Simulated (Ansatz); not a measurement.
Reactions of AlH7NPSi (`[AlH2][NH]P[SiH3]`).

Computed with Ansatz on PBE0-D4/def2-TZVP structures; ΔE is electronic, products minus reactants. CBS: MP2 limit from def2 TZ/QZ plus the TZ coupled-cluster correction, frozen cores. This one scheme is used for every species, atoms too. For atomizations the MP2-based limit and the directly extrapolated one differ by several kJ/mol either way, and by 10 to 25 for some Ge, Se and Sn compounds, so smaller differences from it don't rank the levels. No spin–orbit coupling; open shells (•) take unrestricted orbitals. Spin–orbit coupling would lower the free atoms: a little for Al, Si. Elements past krypton have def2 core potentials. Bonds to Sb are less sure, by a few kJ/mol each and by 10 to 20 or more in all where they break to atoms, as the def2 sets lack core-valence functions. One conformer a species, not always the lowest.

Task: Order these by ΔE at CCSD(T)/CBS, lowest first. (Estimate.)
A. `[AlH2][NH]P[SiH3]` → Al• + 7 H• + N• + P• + Si•
B. `[AlH2][NH]P[SiH3]` + H₂O → `OP[SiH3]` + `[NH2][AlH2]`
C. `[AlH2][NH]P[SiH3]` + H₂ → `[SiH3]P` + `[NH2][AlH2]`
D. `[AlH2][NH]P[SiH3]` + `[NH2][SbH2]` → `[SiH3]P[NH][SbH2]` + `[NH2][AlH2]`
E. `[AlH2][NH]P[SiH3]` + `O[SiH2]S` → `O[SiH](S)P[SiH3]` + `[NH2][AlH2]`

Result: E (-15.9 kcal/mol), C (-12.0 kcal/mol), D (-1.7 kcal/mol), B (+0.7 kcal/mol), A (+759.1 kcal/mol).

Largest T1 diagnostic: 0.018, for Al•.
